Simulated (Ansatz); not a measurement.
One change: `[CH3][Al]([OH])[OH]` becomes `[OH][Al]([OH])[SiH3]`.

Ansatz, PBE0-D4/def2-TZVP geometries, multiplicity 1. Each molecule was computed in one conformer, which needn't be the lowest.

```csv
property,`[CH3][Al]([OH])[OH]`
HOMO–LUMO gap (ωB97M-V/def2-TZVPP) / eV,12.27
HOMO energy (PBE0/def2-TZVPP) / eV,-8.60
HOMO–LUMO gap (PBE0/def2-TZVPP) / eV,8.49
HOMO energy (ωB97M-V/def2-TZVPP) / eV,-10.90
LUMO energy (B3LYP/def2-TZVPP) / eV,-0.45
HOMO–LUMO gap (PBE/def2-TZVPP) / eV,6.23
```

(1) Give the same properties after the change, and the shifts. (Estimate.)

Answers

(1) The calculation gave: 
| property | `[OH][Al]([OH])[SiH3]` | shift |
| --- | --- | --- |
| HOMO–LUMO gap (ωB97M-V/def2-TZVPP) / eV | 11.05 | -1.22 |
| HOMO energy (PBE0/def2-TZVPP) / eV | -8.03 | 0.57 |
| HOMO–LUMO gap (PBE0/def2-TZVPP) / eV | 7.34 | -1.15 |
| HOMO energy (ωB97M-V/def2-TZVPP) / eV | -10.06 | 0.84 |
| LUMO energy (B3LYP/def2-TZVPP) / eV | -0.87 | -0.42 |
| HOMO–LUMO gap (PBE/def2-TZVPP) / eV | 5.47 | -0.76 |

With PBE0 the HOMO rises by 0.57 eV and the LUMO falls by 0.59 eV, so the gap narrows by about 1.16 eV. PBE moves the HOMO by 0.23 eV and ωB97M-V by 0.84 eV.

B3LYP here is the variant with VWN-RPA as its local correlation; programs differ in this.
